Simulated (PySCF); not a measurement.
Cartesian coordinates in Å; atom numbers follow the order of the lines, from 1:
```xyz
24

C    -1.419   -0.947   -2.002
C    -1.189   -0.233   -0.893
C    -2.316    0.197    0.000
C     0.196    0.182   -0.443
C     0.603   -0.544    0.854
B     2.117   -0.469    1.240
C     3.179   -0.056    0.173
C     2.613    0.641   -1.063
C     1.282    0.042   -1.508
H    -2.435   -1.239   -2.280
H    -0.616   -1.266   -2.670
H    -2.207   -0.218    1.016
H    -3.291   -0.123   -0.392
H    -2.331    1.294    0.110
H     0.130    1.261   -0.197
H     0.436   -1.637    0.725
H    -0.044   -0.280    1.707
H     2.472   -0.847    2.339
H     3.604   -1.046   -0.111
H     4.039    0.477    0.612
H     2.461    1.712   -0.840
H     3.333    0.610   -1.898
H     1.426   -1.027   -1.751
H     0.944    0.527   -2.438
```

Computational details: coordinates at the PBE0-D3(BJ)/def2-SVP level, NMR shieldings at PBE0/pcSseg-1/GIAO, in PySCF 2.14 (non-relativistic Hamiltonian, single conformer, in vacuum, rapidly exchanging positions averaged).

**Question.** Predict the 2D correlation tables (HSQC, COSY, HMBC).

**Answer.** 

HSQC (one-bond C–H):
```csv
δH,δC
5.02 (H10),113.4 (C1)
4.94 (H11),113.4 (C1)
2.47 (H17),37.6 (C5)
2.08 (H20),30.8 (C7)
1.89 (H22),25.7 (C8)
1.87 (H12/H13/H14),25.0 (C3)
1.69 (H24),33.2 (C9)
1.66 (H15),42.5 (C4)
1.45 (H21),25.7 (C8)
1.23 (H23),33.2 (C9)
0.81 (H19),30.8 (C7)
0.47 (H16),37.6 (C5)
```

COSY cross peaks (H two or three bonds apart, from the bond graph; peaks can be absent where the dihedral angle is near 90°):
```csv
δH,δH
7.60 (H18),2.47 (H17)
7.60 (H18),2.08 (H20)
7.60 (H18),0.81 (H19)
7.60 (H18),0.47 (H16)
5.02 (H10),4.94 (H11)
2.47 (H17),1.66 (H15)
2.47 (H17),0.47 (H16)
2.08 (H20),1.89 (H22)
2.08 (H20),1.45 (H21)
2.08 (H20),0.81 (H19)
1.89 (H22),1.69 (H24)
1.89 (H22),1.45 (H21)
1.89 (H22),1.23 (H23)
1.89 (H22),0.81 (H19)
1.69 (H24),1.66 (H15)
1.69 (H24),1.45 (H21)
1.69 (H24),1.23 (H23)
1.66 (H15),1.23 (H23)
1.66 (H15),0.47 (H16)
1.45 (H21),1.23 (H23)
1.45 (H21),0.81 (H19)
```

HMBC (two and three bonds, from the bond graph):
```csv
δH,δC
7.60 (H18),"42.5 (C4), 37.6 (C5), 30.8 (C7), 25.7 (C8)"
5.02 (H10),"162.7 (C2), 42.5 (C4), 25.0 (C3)"
4.94 (H11),"162.7 (C2), 42.5 (C4), 25.0 (C3)"
2.47 (H17),"162.7 (C2), 42.5 (C4), 33.2 (C9), 30.8 (C7)"
2.08 (H20),"37.6 (C5), 33.2 (C9), 25.7 (C8)"
1.89 (H22),"42.5 (C4), 33.2 (C9), 30.8 (C7)"
1.87 (H12/H13/H14),"162.7 (C2), 113.4 (C1), 42.5 (C4)"
1.69 (H24),"162.7 (C2), 42.5 (C4), 37.6 (C5), 30.8 (C7), 25.7 (C8)"
1.66 (H15),"162.7 (C2), 113.4 (C1), 37.6 (C5), 33.2 (C9), 25.7 (C8), 25.0 (C3)"
1.45 (H21),"42.5 (C4), 33.2 (C9), 30.8 (C7)"
1.23 (H23),"162.7 (C2), 42.5 (C4), 37.6 (C5), 30.8 (C7), 25.7 (C8)"
0.81 (H19),"37.6 (C5), 33.2 (C9), 25.7 (C8)"
0.47 (H16),"162.7 (C2), 42.5 (C4), 33.2 (C9), 30.8 (C7)"
```

Referencing at the same level of theory: ¹H (31.27 ppm) and ¹³C (184.41 ppm) vs TMS.

Short H···H contacts in this conformer between protons four or more bonds apart (candidates for NOE cross peaks, intensity ∝ r⁻⁶): H11···H23 2.25 Å, H12···H17 2.27 Å, H10···H13 2.35 Å, H11···H24 2.39 Å, H15···H21 2.46 Å, H14···H15 2.48 Å.

Hydrogens on boron are broadened and split by ¹¹B (spin 3/2, 80 %) and 10B (spin 3). A carbon bonded to boron is broadened by the quadrupolar boron nucleus and is often missing from a measured spectrum. Shifts are as computed. Against solution values, carbons near 30 ppm lie about +2 ppm off and those near 130 ppm about +5 ppm. Of 1309 compounds with measured shifts, 239 miss one by over three times the rms of a fit or turn the order of signals round; such compounds aren't used in these exercises.
